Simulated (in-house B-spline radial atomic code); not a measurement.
Cd²⁺. Computed with a B-spline radial atomic code. Model: non-relativistic spherical atom: semilocal Troullier-Martins pseudo-atom, one channel per l, against all electrons, high spin, G0W0 and RPA with empty states to l = 8, local potential for every l without a channel, a model core (radius 0 = none) keeps its share of the functional.

Without relativity these are model numbers for so heavy an element.

What the tables leave out is listed at the end.

The pseudopotential gives back the lowest level of each angular momentum of its own functional in the configuration it was made in; a second state of the same l is only approximately right. Exact exchange, RPA and GW see the smooth pseudo-orbitals and miss the exchange with the core, for which the functional's share stands in. The column with an uncorrelated core keeps all orbitals and exact exchange, and so separates missing core correlation from pseudisation. Only the three outermost levels and the lowest empty one were computed. RPA here is direct RPA, with no exchange kernel, and its energies carry an (l + 1/2)⁻⁴ tail. A hybrid on a potential with a model core restores only its own semilocal share of the core's exchange.

Command:
```bash
python run_psgw.py task.json out
```
Settings (lengths in bohr, energies in hartree):
```
Z                      48
electrons              46
configuration          [Kr] 4d10
generated_in           [Kr] 4d10 5s2
functional             lda,vwn
core_shells            6
radius_factor          1.15
core_correction        False
```

Time taken, with all properties: 34 s on 1 thread of Arm Neoverse N1 (shared host).

Given: made with LDA VWN5; model core radius 0 bohr; local radius 0.978 bohr; mean-field start LDA VWN5.

Valence shells of the generating configuration: 4s, 4p, 4d, 5s.

Channel: s 0.953, p 0.993, d 1.118 (radii in bohr).

Computed: largest level miss in the spin-unpolarised generating configuration 0.097 eV; valence RPA correlation energy all-electron orbitals -1.1749 hartree; all-electron RPA polarisability, core included 4.8497 bohr³; pseudo-atom RPA polarisability 4.7818 bohr³.

| level | occupied | mean-field all-electron (eV) | mean-field pseudo minus all (eV) | G0W0 all-electron (eV) | G0W0 uncorrelated core minus all (eV) | G0W0 pseudo minus all (eV) | exchange self-energy all-electron (eV) | exchange self-energy pseudo (eV) |
| --- | --- | --- | --- | --- | --- | --- | --- | --- |
| 4d | 1 | -31.123 | -0.137 | -38.511 | 0.131 | -0.548 | -39.514 | -35.051 |
| 5s (empty) | 0 | -20.57 | -0.237 | -16.355 | 0.042 | -0.154 | -4.1725 | -3.2227 |

Question: What is the valence RPA correlation energy pseudo?

Answer: -1.1988 hartree.

Given: mean-field start PBE0.

Computed: valence RPA correlation energy pseudo -1.1458 hartree; all-electron RPA polarisability, core included 4.3181 bohr³; pseudo-atom RPA polarisability 4.2248 bohr³.

```tsv
level	occupied	mean-field all-electron (eV)	mean-field pseudo minus all (eV)	G0W0 all-electron (eV)	G0W0 uncorrelated core minus all (eV)	G0W0 pseudo minus all (eV)	exchange self-energy all-electron (eV)	exchange self-energy pseudo (eV)
4d	1	-33.084	-0.192	-38.476	0.134	-0.305	-39.65	-35.356
5s (empty)	0	-18.901	-0.17	-16.229	0.038	-0.104	-3.709	-2.8728
```

Question: What is the valence RPA correlation energy all-electron orbitals?

Answer: -1.1199 hartree.

Given: mean-field start Hartree-Fock.

Computed: valence RPA correlation energy all-electron orbitals -0.9932 hartree; all-electron RPA polarisability, core included 3.3823 bohr³; pseudo-atom RPA polarisability 3.2933 bohr³.

```csv
level,occupied,mean-field all-electron (eV),mean-field pseudo minus all (eV),G0W0 all-electron (eV),G0W0 uncorrelated core minus all (eV),G0W0 pseudo minus all (eV),exchange self-energy all-electron (eV),exchange self-energy pseudo (eV)
4d,1,-38.677,-0.272,-38.744,0.135,-0.13,-39.721,-35.605
5s (empty),0,-14.734,-0.101,-15.882,0.027,-0.082,-2.7133,-2.129
```

Question: What is the valence RPA correlation energy pseudo?

Answer: -1.0202 hartree.

Among the listed levels the largest G0W0 shift of the pseudo-atom is -0.55 eV, for 4d on the LDA VWN5 start, while leaving the core uncorrelated moves that level by +0.13 eV. So pseudisation and the lost core exchange, not the missing core correlation, make the error. Not in the tables (levels of low weight, unsolved or above zero; the highest and the empty levels are kept at any weight): on LDA the G0W0 levels 4p (pseudo minus all -0.39 eV, weights 0.12 and 0.12), 4s (pseudo minus all +5.71 eV, weights 0.01 and 0.07); on PBE0 the G0W0 levels 4p (pseudo minus all -0.48 eV, weights 0.24 and 0.21), 4s (pseudo minus all -2.39 eV, weights 0.29 and 0.20); on Hartree-Fock the G0W0 levels 4p (pseudo minus all -0.52 eV, weights 0.54 and 0.52), 4s (pseudo minus all -0.29 eV, weights 0.36 and 0.48).
